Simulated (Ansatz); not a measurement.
1-butyl-3-methylimidazolium tetrafluoroborate, `CCCCn1cc[n+](C)c1.F[B-](F)(F)F` was relaxed with PBE-D4 (def2-SVP) in Ansatz in these states: charge -1 doublet, neutral singlet. The geometries follow in no particular order.

A:

```xyz
30

C     2.332    3.069    1.952
C     2.174    1.796    1.120
C     1.091    1.892    0.044
C     0.878    0.591   -0.740
N     0.439   -0.497    0.115
C     0.939   -1.794    0.072
C    -0.032   -2.653    0.505
N    -1.166   -1.916    0.839
C    -2.515   -2.426    0.759
C    -0.903   -0.530    0.609
H     2.596    3.942    1.317
H     3.122    2.967    2.725
H     1.385    3.322    2.475
H     3.146    1.538    0.640
H     1.926    0.937    1.782
H     0.124    2.174    0.517
H     1.332    2.706   -0.677
H     0.122    0.739   -1.543
H     1.827    0.277   -1.226
H     1.972   -2.000   -0.229
H     0.010   -3.739    0.652
H    -3.158   -1.904    1.503
H    -2.519   -3.508    1.003
H    -2.949   -2.266   -0.255
H    -1.642    0.007   -0.021
F    -2.016    0.747   -2.201
B    -2.105   -0.551   -2.798
F    -2.358   -0.417   -4.174
F    -0.887   -1.235   -2.588
F    -3.166   -1.266   -2.177
```

B:

| atom | x (Å) | y (Å) | z (Å) |
| --- | --- | --- | --- |
| C1 | -3.914 | -1.538 | -0.764 |
| C2 | -2.742 | -1.091 | 0.111 |
| C3 | -2.142 | 0.249 | -0.328 |
| C4 | -1.006 | 0.778 | 0.547 |
| N5 | 0.183 | -0.090 | 0.543 |
| C6 | 0.480 | -1.127 | 1.410 |
| C7 | 1.753 | -1.551 | 1.107 |
| N8 | 2.201 | -0.762 | 0.059 |
| C9 | 3.534 | -0.760 | -0.543 |
| C10 | 1.235 | 0.115 | -0.264 |
| H11 | -4.739 | -0.795 | -0.742 |
| H12 | -4.329 | -2.509 | -0.427 |
| H13 | -3.604 | -1.655 | -1.823 |
| H14 | -3.073 | -1.012 | 1.172 |
| H15 | -1.954 | -1.877 | 0.097 |
| H16 | -1.787 | 0.183 | -1.380 |
| H17 | -2.933 | 1.030 | -0.329 |
| H18 | -0.648 | 1.766 | 0.198 |
| H19 | -1.321 | 0.879 | 1.605 |
| H20 | -0.221 | -1.461 | 2.179 |
| H21 | 2.375 | -2.332 | 1.554 |
| H22 | 3.556 | -1.403 | -1.445 |
| H23 | 4.260 | -1.140 | 0.197 |
| H24 | 3.776 | 0.289 | -0.803 |
| H25 | 1.306 | 0.935 | -0.995 |
| F26 | 0.821 | 2.805 | -1.033 |
| B27 | 1.968 | 3.015 | -0.170 |
| F28 | 2.265 | 4.353 | -0.067 |
| F29 | 1.652 | 2.432 | 1.084 |
| F30 | 3.049 | 2.275 | -0.750 |

**Question.** Judge from the bond lengths which geometry belongs to which state (an estimate).

**Answer.** A is the charge -1 doublet (N5–C10 1.431 Å, N8–C10 1.429 Å, B27–F28 1.405 Å); B is the neutral singlet (N5–C10 1.342 Å, N8–C10 1.344 Å, B27–F28 1.374 Å).

At PBE-D4/def2-SVP the highest occupied level of the relaxed charge -1 doublet lies above zero (up to 1.78 eV). Energy differences put its binding near zero (-0.01 eV; each at its own geometry, to the charge 0 singlet, at PBE-D4/def2-SVP), which leaves it undecided.
